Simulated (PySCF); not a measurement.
Stepwise substitution at one centre (Ga NH2-SiH3). Gas-phase values, no solvent. One relaxed conformer stands for each flexible species; it need not be the lowest. Strings in code marks are SMILES.

These are r2SCAN-D4/def2-TZVP in PySCF values and carry that method's errors. 

```tsv
species	LUMO (eV)	HOMO–LUMO gap (eV)
0 of 3 NH2 replaced by SiH3 (`[NH2][Ga]([NH2])[NH2]`)	-0.18	___
1 of 3 NH2 replaced by SiH3	-0.99	4.63
2 of 3 NH2 replaced by SiH3 (`[Ga]([SiH3])([SiH3])[NH2]`)	-2.07	4.31
3 of 3 NH2 replaced by SiH3 (`[SiH3][Ga]([SiH3])[SiH3]`)	-3.26	___
```

Q: Complete the blanks.

A: 
- 0 of 3 NH2 replaced by SiH3 (`[NH2][Ga]([NH2])[NH2]`), HOMO–LUMO gap (eV): 5.47
- 3 of 3 NH2 replaced by SiH3 (`[SiH3][Ga]([SiH3])[SiH3]`), HOMO–LUMO gap (eV): 3.27
